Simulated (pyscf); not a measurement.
Optimised with ωB97X-D3(BJ)/def2-SVP in PySCF.

Task: For the elementary gas-phase step H₂As–InH₂ → AsH₃ + InH [singlet] (singlet surface; As–In, H–In broken, As–H formed), what barrier and reaction energy does M06-2X/def2-TZVP give, measured from the reactant's lowest minimum found?

Result: ΔE‡ = 2.27 eV, ΔE = +0.69 eV. CCSD(T)/def2-TZVPP + ΔMP2(QZVPP) gives 2.21 eV and +0.70 eV. Zero-point energy shifts the barrier by -0.05 eV. It is a 1,1-elimination, with an imaginary mode of 745i cm⁻¹. On the product side the descent ends in an adduct with a As–In contact (not fully relaxed), 0.32 eV under the separated species and 1.70 eV under the saddle at ωB97X-D3(BJ)/def2-TZVP. What is counted as broken (As–In) persists as a longer contact in the product adduct; parting that adduct is a step of its own. At ωB97X-D3(BJ) the barrier from the zero used here is 2.45 eV. One saddle was located; it need not be the lowest between these sides. The CCSD(T) − MP2 part came from Ansatz, without density fitting, on the same reference. The frozen core leaves the outer d or s,p core shells of the metals and heavy elements correlated in the MP2 and CC values, and def2-TZVPP describes them poorly, which can shift differences by a few kcal/mol. Elements up to Kr have no core potential and no relativistic terms here. Elements past Kr carry the def2 core potentials, without spin-orbit coupling.
